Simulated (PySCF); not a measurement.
Work out the structure from these simulated measurements.

Formula: CH9ClO2Si3.

- 13C NMR: chemical shifts (computed TMS as zero) by class: 52.7 (1 C) ppm [GIAO PBE0/pcSseg-1]
- Dipole: 2.46 D [B3LYP/def2-SVPD]
- Triplet: lowest triplet excitation (Tamm–Dancoff): 5.46 eV [TDA B3LYP/def2-SVPD]
- Polarisability: 110.3 au [B3LYP/def2-SVPD]
- Rotational structure: rotational constants A, B, C: 1.374, 0.791, 0.542 GHz [GFN2-xTB]
- UV, first state: lowest singlet excitation: 6.01 eV (206 nm, f = 0.010) [TDDFT B3LYP/def2-SVPD]

Electronic properties: PySCF, gas phase, density fitting. Levels stand in brackets. Isolated species at its GFN2-xTB geometry (one conformer only). GFN2-xTB frequencies show an imaginary mode (25i cm⁻¹), so this geometry is no minimum at that level. Each NMR value is the plain mean over a class of atoms that symmetry, rotation or inversion makes alike.

Question: Give a SMILES that accounts for the data.

Answer: Numbering: `[CH3:1][O:2][Si@@H:3]([O:4][SiH3:5])[SiH2:6][Cl:7]`. Its formula, CH9ClO2Si3, gives 0 degrees of unsaturation, so no ring and no π bond. The one carbon: methoxy carbon [C1] (52.7 ppm). The optimised geometry has point group C1 and is an asymmetric top. Structure: `CO[Si@@H](O[SiH3])[SiH2]Cl`. Computed isomers that give other values at the same levels: `CO[Si@@H]([SiH3])O[SiH2]Cl` (lowest singlet excitation: 6.47 eV (192 nm, f = 0.038)); `[SiH3]O[SiH2]OC[SiH2]Cl` (13C chemical shifts (computed TMS as zero) by class: 58.7 (1 C) ppm); `C[Si@]([SiH3])(Cl)O[SiH2]O` (13C chemical shifts (computed TMS as zero) by class: 11.2 (1 C) ppm). The assignments are read from this structure; whether some other isomer fits the data as well wasn't checked. The mirror image fits equally.

The values belong to the conformer `[CH3:1][O:2][Si@@H:3]([O:4][SiH3:5])[SiH2:6][Cl:7]`: C1–O2–Si3–O4 50°, O2–Si3–O4–Si5 76°, O2–Si3–Si6–Cl7 -176°.
